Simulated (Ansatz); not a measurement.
The cluster Ba4S4, relaxed as a singlet with RKS r2SCAN-D4/def2-SVP in Ansatz, starting from the GFN1-xTB geometry. Force threshold 0.03 eV/Å.

In the def2 sets Ba takes a core potential; there is no spin–orbit coupling. The structure comes from a short search, and lower isomers may exist.

Start:

```xyz
8

Ba    1.7569   -2.1351    0.9363
Ba    1.4305    1.4689   -2.5027
Ba    0.2861    1.7088    1.3239
Ba   -2.8666   -0.2103   -0.5602
S     2.4435    0.4078    0.0827
S    -1.1474    1.8939   -1.0843
S    -0.9707   -0.9163    1.8010
S    -0.9322   -2.2177    0.0032
```

```tsv
step	energy (eV)	largest force component (eV/Å)	SCF passes
1	-46109.5030	1.672	36
2	-46109.9681	1.738	37
3	-46110.7884	1.805	36
4	-46111.6273	1.731	39
5	-46112.3763	1.272	31
6	-46113.0015	0.908	25
7	-46113.4286	0.644	25
8	-46113.7103	0.760	25
9	-46114.0043	0.825	25
10	-46114.3179	0.869	25
11	-46114.6136	0.686	24
12	-46114.7841	0.137	24
13	-46114.7909	0.015	20
```

Force components are those of the run's own axes.

End:

```xyz
8

Ba    1.199   -2.045    1.038
Ba    0.956    0.454   -2.358
Ba    0.380    2.076    1.498
Ba   -2.535   -0.485   -0.177
S     2.481    0.473    0.174
S    -1.175    2.000   -1.015
S    -0.934   -0.442    2.306
S    -0.372   -2.032   -1.466
```

Bonds lost: S7–S8 (atoms count from 1). Bonds formed: Ba2–S8 (atoms count from 1). Metal–metal contacts that move far: Ba1–Ba4 5.23 to 4.23 Å, Ba2–Ba4 5.01 to 4.22 Å, Ba1–Ba2 4.99 to 4.22 Å. The end is the same structure that another start reached, the lowest one found.

No frequencies were taken in this run, so the end may be a saddle point.

Run time 97 s (4 threads of Arm Neoverse V2 on a shared host).
